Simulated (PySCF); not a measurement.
Species: C₅H₁₂OSi.
Atom-mapped SMILES: `[CH3:1][C:2](=[O:3])[C@H:4]([CH3:5])[CH2:6][SiH3:7]` (hydrogens: H8, H9, H10 on C1; H11 on C4; H12, H13, H14 on C5; H15, H16 on C6; H17, H18, H19 on Si7)

Structure optimised with GFN2-xTB, isolated species.

(1) What internal coordinates does the optimisation give?

Results:

(1) 
```json
{"bond": "C1–C2", "length (bohr)": "2.849", "order": "single"}
{"bond": "C2=O3", "length (bohr)": "2.277", "order": "double"}
{"bond": "C2–C4", "length (bohr)": "2.872", "order": "single"}
{"bond": "C4–C5", "length (bohr)": "2.901", "order": "single"}
{"bond": "C4–C6", "length (bohr)": "2.887", "order": "single"}
{"bond": "C6–Si7", "length (bohr)": "3.593", "order": "single"}
{"bond": "C1–H8, C1–H9, C1–H10", "length (bohr)": "2.055", "order": "single"}
{"bond": "C4–H11", "length (bohr)": "2.069", "order": "single"}
{"bond": "C5–H12, C5–H13, C5–H14", "length (bohr)": "2.056", "order": "single"}
{"bond": "C6–H15", "length (bohr)": "2.063", "order": "single"}
{"bond": "C6–H16", "length (bohr)": "2.061", "order": "single"}
{"bond": "Si7–H17, Si7–H18, Si7–H19", "length (bohr)": "2.767", "order": "single"}
```

Bonds in one row agree within 0.02 bohr and their mean is given. Orders are formal, as drawn. A selection of angles:
```json
{"angle": "C2–C1–H8", "degrees": "110.7"}
{"angle": "C2–C1–H9", "degrees": "110.5"}
{"angle": "C2–C1–H10", "degrees": "108.3"}
{"angle": "H8–C1–H9", "degrees": "110.2"}
{"angle": "H8–C1–H10", "degrees": "108.1"}
{"angle": "C1–C2–O3", "degrees": "122.6"}
{"angle": "C1–C2–C4", "degrees": "114.8"}
{"angle": "O3–C2–C4", "degrees": "122.6"}
{"angle": "C2–C4–C5", "degrees": "107.1"}
{"angle": "C2–C4–C6", "degrees": "110.7"}
{"angle": "C2–C4–H11", "degrees": "109.2"}
{"angle": "C5–C4–C6", "degrees": "110.9"}
{"angle": "C5–C4–H11", "degrees": "108.7"}
{"angle": "C6–C4–H11", "degrees": "110.1"}
{"angle": "C4–C5–H12", "degrees": "111.2"}
{"angle": "C4–C5–H13", "degrees": "110.0"}
{"angle": "H12–C5–H13", "degrees": "108.4"}
{"angle": "H12–C5–H14", "degrees": "108.5"}
{"angle": "C4–C6–Si7", "degrees": "113.1"}
{"angle": "C4–C6–H15", "degrees": "108.8"}
{"angle": "C4–C6–H16", "degrees": "108.2"}
{"angle": "Si7–C6–H15", "degrees": "110.0"}
{"angle": "Si7–C6–H16", "degrees": "109.6"}
{"angle": "H15–C6–H16", "degrees": "106.9"}
{"angle": "C6–Si7–H17", "degrees": "108.7"}
{"angle": "C6–Si7–H18", "degrees": "108.1"}
{"angle": "C6–Si7–H19", "degrees": "111.1"}
{"angle": "H17–Si7–H18", "degrees": "109.4"}
{"angle": "H17–Si7–H19", "degrees": "110.7"}
```

Dihedral angles: C1–C2–C4–C5 -93° (anticlinal); C2–C4–C6–Si7 -66° (synclinal).

Si7 (SiH3 silicon) is tetrahedral (angles from 108.1° to 111.1°). Of the pairs four or more bonds apart, O3···H16 is among the closest relative to their van der Waals radii: 2.56 Å, 94 % of the sum of Bondi's values. The 4 C–C bonds span 1.508 Å (C1–C2, drawn single) to 1.535 Å (C4–C5, drawn single), a spread of 0.027 Å.

Point group: C1 (no symmetry element, even within 0.4 Å). Stationary, but not proved a minimum. The numbers are those of one conformer.

These are computed values.
